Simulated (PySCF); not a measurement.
`OCCC[PH2+]CO`, [C4H12O2P]+, charge +1

Molfile (atoms numbered from 1):
```
C4H12O2P
     RDKit          3D

 19 18  0  0  0  0  0  0  0  0999 V2000
   -1.9195    1.2736   -0.1516 O   0  0  0  0  0  0  0  0  0  0  0  0
   -2.2084    0.0007    0.3849 C   0  0  0  0  0  0  0  0  0  0  0  0
   -1.4692   -1.1029   -0.3873 C   0  0  0  0  0  0  0  0  0  0  0  0
   -0.0695   -0.6203   -0.7865 C   0  0  0  0  0  0  0  0  0  0  0  0
    0.7129    0.4318    0.4639 P   0  0  0  0  0  0  0  0  0  0  0  0
    2.4287    0.7539   -0.0782 C   0  0  0  0  0  0  0  0  0  0  0  0
    2.8869   -0.5608   -0.2566 O   0  0  0  0  0  0  0  0  0  0  0  0
   -2.5060    1.4576   -0.8942 H   0  0  0  0  0  0  0  0  0  0  0  0
   -1.8415    0.0246    1.4196 H   0  0  0  0  0  0  0  0  0  0  0  0
   -3.2826   -0.1951    0.4133 H   0  0  0  0  0  0  0  0  0  0  0  0
   -2.0160   -1.3685   -1.2927 H   0  0  0  0  0  0  0  0  0  0  0  0
   -1.4117   -1.9922    0.2391 H   0  0  0  0  0  0  0  0  0  0  0  0
    0.6106   -1.4609   -0.9585 H   0  0  0  0  0  0  0  0  0  0  0  0
   -0.1133   -0.0221   -1.7035 H   0  0  0  0  0  0  0  0  0  0  0  0
    0.0825    1.6124    0.7467 H   0  0  0  0  0  0  0  0  0  0  0  0
    0.8538   -0.2801    1.6311 H   0  0  0  0  0  0  0  0  0  0  0  0
    2.9802    1.3011    0.6994 H   0  0  0  0  0  0  0  0  0  0  0  0
    2.4446    1.3414   -1.0090 H   0  0  0  0  0  0  0  0  0  0  0  0
    3.8275   -0.5850   -0.4720 H   0  0  0  0  0  0  0  0  0  0  0  0
  1  2  1  0
  2  3  1  0
  3  4  1  0
  4  5  1  0
  5  6  1  0
  6  7  1  0
  1  8  1  0
  2  9  1  0
  2 10  1  0
  3 11  1  0
  3 12  1  0
  4 13  1  0
  4 14  1  0
  5 15  1  0
  5 16  1  0
  6 17  1  0
  6 18  1  0
  7 19  1  0
M  CHG  1   5   1
M  END
```

Level of theory: GIAO wB97X-D/pcSseg-1 magnetisability, rotational g tensor and spin-rotation constants, non-relativistic, gas phase in PySCF. Geometry: GFN2-xTB.

For an ion the centre-of-mass motion in the field is neglected.

(1) What are the magnetisability and the molar susceptibility?

(2) Split it along the inertial axes a, b, c into diamagnetic and paramagnetic parts about the centre of mass, with the quadrupole moment.

(3) And the rotational g tensor?

Answers

(1) Isotropic -1300 × 10⁻³⁰ J/T², or -78.3 × 10⁻⁶ cm³/mol; principal values -1377, -1273, -1250 × 10⁻³⁰ J/T², anisotropy 118 × 10⁻³⁰ J/T² (root of half the summed squared differences of the principal values). The susceptibility is in cgs units.

(2) 
```csv
axis,χ (10⁻⁶ cm³/mol),diamagnetic (10⁻⁶ cm³/mol),paramagnetic (10⁻⁶ cm³/mol),summed x² of all electrons (Å²),quadrupole Θ (D Å)
a,-76.8,-376.6,299.8,241.5,+22.65
b,-81.8,-1144.6,1062.8,60.5,-13.26
c,-76.3,-1281.2,1204.9,28.3,-9.39
```
Anisotropies 2χaa − χbb − χcc = +4.4 and 2χbb − χaa − χcc = -10.5 × 10⁻⁶ cm³/mol. Θ is traceless in Buckingham's convention.

(3) 
| axis | rotational constant (GHz) | g | nuclear part | electronic part |
| --- | --- | --- | --- | --- |
| a | 4.5710 | -0.0032 | 0.6406 | -0.6438 |
| b | 1.1389 | +0.0132 | 0.5818 | -0.5686 |
| c | 1.0075 | +0.0080 | 0.5782 | -0.5703 |

Asymmetric top; isotopes 12C, 1H, 16O, 31P; no vibrational averaging.
